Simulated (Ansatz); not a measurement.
`C[SiH](O)C(N)=O` → `NC=O` + `C[Si]O`  (silylene formation by 1,1-elimination)

Calculated with Ansatz (gas phase, PBE0-D4/def2-TZVP geometries, no zero-point term in ΔE). CCSD(T)/CBS adds triple-zeta CCSD(T) − MP2 to the extrapolated MP2 energy (def2 sets, frozen cores). This one scheme is used for every species. DFT in def2-TZVPP. B3LYP here is the variant with VWN-RPA as its local correlation; programs differ in this. Each species was taken in one conformer, which may not be the lowest.

`C[SiH](O)C(N)=O`:

Z-matrix (Å, degrees):
```
C
Si 1 1.859
H 1 1.092 2 110.9
H 1 1.094 2 111.1 3 -120.7
H 1 1.093 2 110.3 3 119.8
O 2 1.637 1 112.8 3 -60.1
C 2 1.928 1 111.8 3 53.1
H 2 1.490 1 109.6 3 175.1
H 6 0.968 2 109.5 1 118.1
N 7 1.349 2 122.4 1 63.3
O 7 1.225 2 115.7 1 -115.7
H 10 1.004 7 121.6 2 4.4
H 10 1.009 7 119.3 2 179.1
```

`NC=O`:

Cartesian coordinates in Å:
```
N -0.373 -0.580 0.055
C 0.355 0.552 -0.058
O 0.708 1.046 -1.100
H -0.657 -1.068 -0.777
H -0.637 -0.942 0.953
H 0.603 0.993 0.927
```

`C[Si]O`:

Cartesian coordinates in Å:
```
C -0.086 0.817 0.175
Si -0.863 -0.478 -0.986
O 0.010 -1.821 -0.566
H -0.204 0.512 1.223
H -0.535 1.807 0.059
H 0.990 0.908 -0.020
H 0.687 -1.745 0.114
```

```tsv
level	ΔE (eV)
PBE-D4	1.84
ωB97X-V	1.98
r2SCAN	2.02
B3LYP	1.64
SCS-MP2/def2-TZVPP	1.86
SCS-MP2/def2-QZVPP	1.89
HF/CBS(def2)	1.70
MP2/CBS(def2)	2.02
```

(1) What does CCSD(T)/CBS give? (An estimate is asked.)

Largest T1 diagnostic among the species: 0.016.

Answers

(1) Ansatz gave: +1.89 eV. The listed levels differ from it by -0.05, 0.09, 0.13, -0.25, -0.03, 0.00, -0.19, 0.13 eV.

In def2-TZVPP, CCSD(T) changes the Hartree–Fock value by +0.12 eV (the triples alone add +0.04 eV) and MP2 by +0.26 eV. The D4 term adds +0.17 eV with B3LYP and +0.10 eV with PBE0; it sums over pairs of atoms, weighted by their polarisabilities, and B3LYP, whose exchange is more repulsive, gets the larger term. From PBE to PBE0 (25 % exact exchange), in def2-TZVPP and without D4, ΔE moves by +0.13 eV.
